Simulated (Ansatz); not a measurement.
The same atomization along the group C, Si, Ge, Sn.

Program: Ansatz. Geometries: PBE0-D4/def2-TZVP. ΔE: electronic, gas phase. CBS: MP2 limit from def2 TZ/QZ plus the TZ coupled-cluster correction, frozen cores. Small cases extrapolate CCSD(T) itself. No spin–orbit coupling; open shells (•) take unrestricted orbitals. Spin–orbit coupling would lower the free atoms: a little for C, Si; clearly for Ge; strongly for Sn. Elements past krypton have def2 core potentials. Bonds to Ge, Sn are less sure, by a few kJ/mol each and by 10 to 20 or more in all where they break to atoms, as the def2 sets lack core-valence functions. Scalar relativity is left out up to krypton.

(1) Order these by ΔE at CCSD(T)/CBS, lowest first. (Best estimate.)
A. `[NH2][GeH3]` → Ge• + 5 H• + N•
B. CH₃NH₂ → C• + 5 H• + N•
C. `[NH2][SnH3]` → Sn• + 5 H• + N•
D. `N[SiH3]` → Si• + 5 H• + N•

Largest T1 diagnostic: 0.013, for `[NH2][SnH3]`.

Extrapolated directly: `N[SiH3]` → Si• + 5 H• + N•.

Results:

(1) C (+446.2 kcal/mol), A (+481.9 kcal/mol), D (+518.9 kcal/mol), B (+582.5 kcal/mol).

For atomizations the MP2-based limit and the directly extrapolated one differ by several kJ/mol either way, and by 10 to 25 for some Ge, Se and Sn compounds, so smaller differences from it don't rank the levels.
